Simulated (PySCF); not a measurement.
# Telling isomers of C3F6 apart by NMR

How the numbers were obtained: σ from GIAO-PBE0/pcSseg-1, couplings computed with B3LYP/pcJ-1, geometry from PBE0-D3(BJ)/def2-SVP, in PySCF 2.14 (single conformer, relativity neglected, no solvent model, one averaged value for each set of equivalent atoms).

δ = σ(ref) − σ, references computed at the same level: TMS for 1H (σ = 31.27 ppm), 13C (σ = 184.41 ppm). Multiplet labels drop J under 1 Hz and among equivalent protons, and merge close values. Unscaled 3J(H,H) run several per cent high. One-bond C–F couplings are unscaled and too large by tens of Hz. Shifts are as computed. Against solution values, carbons near 30 ppm lie about +2 ppm off and those near 130 ppm about +5 ppm. Of 1211 compounds with measured shifts, 218 miss one by over three times the rms of a fit or turn the order of signals round; such compounds aren't used in these exercises.

(1) Tabulate the signals of `FC1(F)C(F)(F)C1(F)F`, `FC(F)=C(F)C(F)(F)F` and their relative energies.

(2) What is the quickest way to tell FC1(F)C(F)(F)C1(F)F from FC(F)=C(F)C(F)(F)F?

Answers

(1) 
| SMILES | carbon types | δC | δH | E rel. (kcal/mol) |
| --- | --- | --- | --- | --- |
| FC1(F)C(F)(F)C1(F)F | 3×C | 105.3 | – | 25.7 |
| FC(F)=C(F)C(F)(F)F | 3×C | 164.0, 127.1, 124.9 | – | 0.0 |

Energies are electronic energies at PBE0/pcSseg-1 on these geometries, without zero-point or thermal terms, each for the one conformer computed, which needn't be the lowest.

(2) Count the carbon signals: 1 against 3. The first has a three-membered-ring carbon (C) at 105.3 ppm, the second a fully substituted alkene carbon (C) at 164.0 ppm.
